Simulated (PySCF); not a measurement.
Dipole response of C (carbon, neutral)

[He] 2s2 2p2, high-spin 3P determinant. Computed with PySCF 2.14 in x2c-QZVPPall with one added diffuse shell each of s, p, d, f type (8s5p4d3f1g, 73 functions), with the spin-free X2C one-electron Hamiltonian (Gaussian nucleus). Coupled (time-dependent) response in atomic units; α is the mean over directions.

```tsv
method	mean α (bohr³)	α xx, yy, zz	C₆ (like pair)	S(−4)
UHF	11.95	10.88, 12.48, 12.48	46.24	94.53
PBE	13.45	11.39, 14.48, 14.48	54.71	111.8
PBE0	12.67	10.97, 13.52, 13.52	50.76	94.73
MN15	12.88	11.04, 13.80, 13.80	51.08	99.74
LC-wPBE	12.28	10.84, 13.00, 13.00	48.90	85.70
```

S(−4) is the Cauchy moment in α(ω) = α(0) + S(−4) ω² + …

Reference α: 11.3 ± 0.4 bohr³ (recommended; Schwerdtfeger and Nagle, table of static dipole polarizabilities (2023 update)). Published C₆: 46.60 (Chu and Dalgarno (2004); Tang, Norbeck and Certain (1976)).

α(iu) at PBE:

```csv
u (hartree),α(iu) (bohr³)
0,13.45
0.0500,13.18
0.100,12.45
0.200,10.38
0.300,8.339
0.500,5.392
0.750,3.368
1.00,2.279
1.50,1.233
2.00,0.7703
3.00,0.3835
5.00,0.1536
```

The components differ because the open shell of this determinant is not spherical; for a pure term their mean is the scalar polarisability.
